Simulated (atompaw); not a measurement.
**An all-electron radial function and its pseudo partner (Zn)**

Columns: radius, all-electron u(r) and pseudo u(r) of the 3d shell (level -14.74 eV) of zinc in the configuration [Ar] 3d10 4s1.5 4p0; PBE, scalar-relativistic, PAW (atompaw) scheme, atompaw 4.2.0.5.

```csv
r (bohr),all-electron,pseudo
0.085,0.0856,0.0218
0.171,0.3465,0.1551
0.256,0.6254,0.4151
0.342,0.8404,0.7173
0.427,0.9703,0.9352
0.512,1.0290,1.0265
0.598,1.0354,1.0354
0.683,1.0080,1.0080
0.768,0.9610,0.9610
0.854,0.9033,0.9033
0.939,0.8423,0.8423
1.025,0.7802,0.7802
1.110,0.7206,0.7206
1.195,0.6639,0.6639
1.281,0.6102,0.6102
1.366,0.5608,0.5608
1.452,0.5147,0.5147
1.537,0.4727,0.4727
1.622,0.4341,0.4341
1.708,0.3983,0.3983
1.793,0.3659,0.3659
1.878,0.3362,0.3362
1.964,0.3086,0.3086
2.049,0.2836,0.2836
2.135,0.2604,0.2604
2.220,0.2394,0.2394
```

How many radial nodes do the two functions have?

The all-electron 3d function has n − l − 1 = 0; the pseudo-wave has 0.

At about which radius was the pseudo-wave matched?

0.60 bohr, where the columns begin to agree (steps of 0.09 bohr).

Where does each function peak?

Outermost all-electron maximum near 0.60 bohr, pseudo maximum near 0.60 bohr (to the table’s step).

Is the pseudo-wave norm-conserving?

No, it belongs to a PAW set: the norm inside the radius is not constrained, and the difference is carried by the augmentation charge.
